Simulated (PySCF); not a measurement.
**Bonding in HCF2CF2OMe**

Compound: HCF2CF2OMe, C3H4F4O.
Atom-mapped SMILES: `[CH3:1][O:2][C:3]([F:4])([F:5])[CH:6]([F:7])[F:8]` (hydrogens: H9, H10, H11 on C1; H12 on C6)

Structure used (PBE0-D3(BJ)/def2-TZVP), in Å, numbered top down from 1:
```
atom  x, y, z in Å
C1    -1.899    0.180    0.029
O2    -0.539    0.611    0.032
C3     0.380   -0.349    0.201
F4     0.272   -1.333   -0.717
F5     0.257   -0.955    1.411
C6     1.770    0.293    0.128
F7     1.956    0.818   -1.095
F8     2.705   -0.651    0.334
H9    -2.490    1.080   -0.123
H10   -2.160   -0.277    0.985
H11   -2.079   -0.522   -0.785
H12    1.870    1.079    0.882
```

Bond orders from the PBE0/pcSseg-2 density (PySCF). One conformer (not necessarily the lowest) at the PBE0-D3(BJ)/def2-TZVP geometry, without solvent, vibrations or thermal averaging.

Task: How far do the computed orders between heavy atoms stray from the drawn ones?

Result: The largest departure is 0.176, at O2–C3 (drawn single, 1.176). Drawn single, order above 1.12: O2–C3 (1.176). Drawn single, order below 0.88: C1–O2 (0.859).

Task: Give the Mayer order of every bond between heavy atoms, beside its length.

Result: 
```tsv
bond	drawn as	length (Å)	Mayer order
C1–O2	single	1.427	0.859
O2–C3	single	1.340	1.176
C3–F4	single	1.350	0.976
C3–F5	single	1.358	0.966
C3–C6	single	1.534	0.932
C6–F7	single	1.344	1.005
C6–F8	single	1.344	0.994
```

Bonds between the same two heavy elements. C–O: lowest C1–O2 (0.859, 1.427 Å), highest O2–C3 (1.176, 1.340 Å). C–F: lowest C3–F5 (0.966, 1.358 Å), highest C6–F7 (1.005, 1.344 Å).

Task: And the bonds to hydrogen?

Result: C–H: 0.99 to 1.00 (4 bonds).

Task: Sum the orders of all bonds at each heavy atom with more than one neighbour and set the sums beside the valence in the SMILES.

Result: C1 3.852 (drawn 4), O2 2.035 (drawn 2), C3 4.050 (drawn 4), C6 3.930 (drawn 4). Orders between atoms that aren't bonded are not in these sums.

For a closed shell the Mayer order of atoms A and B is Σ (PS)μν (PS)νμ over the basis functions μ on A and ν on B, with P the density and S the overlap matrix.

The run behind these numbers computed NMR shieldings as well. Hardware: AMD EPYC 9R45, one thread, shared host. Cost: 34 s of wall time, 1.5 GiB resident at most.
